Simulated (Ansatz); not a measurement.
Gas-phase electronic energies from Ansatz, PBE0-D4/def2-TZVP geometries. CCSD(T)/CBS adds triple-zeta CCSD(T) − MP2 to the extrapolated MP2 energy (def2 sets, frozen cores). DFT in def2-TZVPP. B3LYP here is the variant with VWN-RPA as its local correlation; programs differ in this. def2 core potentials past Kr. For Sn outer-core shells are correlated without core-valence functions, which leaves a few kJ/mol of doubt a bond. One conformer a species, not always the lowest.

`[CH3][SnH2][SiH2]O` + `C=CF` → `C=[C](F)[SnH2][CH3]` + `O[SiH3]`  (formal exchange of groups at the Sn–Si bond)

Problem. Is it downhill or uphill in electronic energy at CCSD(T)/CBS, and by how much? (An estimate is asked.)

Solution. The calculation gave: Uphill: ΔE = +8.4 kcal/mol.

Problem. What do these levels give: r2SCAN-D4, B2PLYP, PBE0, B3LYP, HF/def2-TZVPP, SCS-MP2/def2-TZVPP, CCSD/def2-TZVPP, CCSD(T)/def2-TZVPP, HF/def2-QZVPP, MP2/def2-QZVPP, HF/CBS(def2), CCSD/CBS(def2)? (An estimate is asked.)

Solution. The calculation gave: r2SCAN-D4 10.0, B2PLYP 8.7, PBE0 11.4, B3LYP 9.9, HF/def2-TZVPP 8.4, SCS-MP2/def2-TZVPP 6.7, CCSD/def2-TZVPP 8.0, CCSD(T)/def2-TZVPP 7.6, HF/def2-QZVPP 8.3, MP2/def2-QZVPP 7.6, HF/CBS(def2) 8.3, CCSD/CBS(def2) 8.7 kcal/mol.

Largest T1 diagnostic among the species: 0.013.

In def2-TZVPP, CCSD(T) changes the Hartree–Fock value by −0.7 kcal/mol (the triples alone add −0.3 kcal/mol) and MP2 by −1.2 kcal/mol.
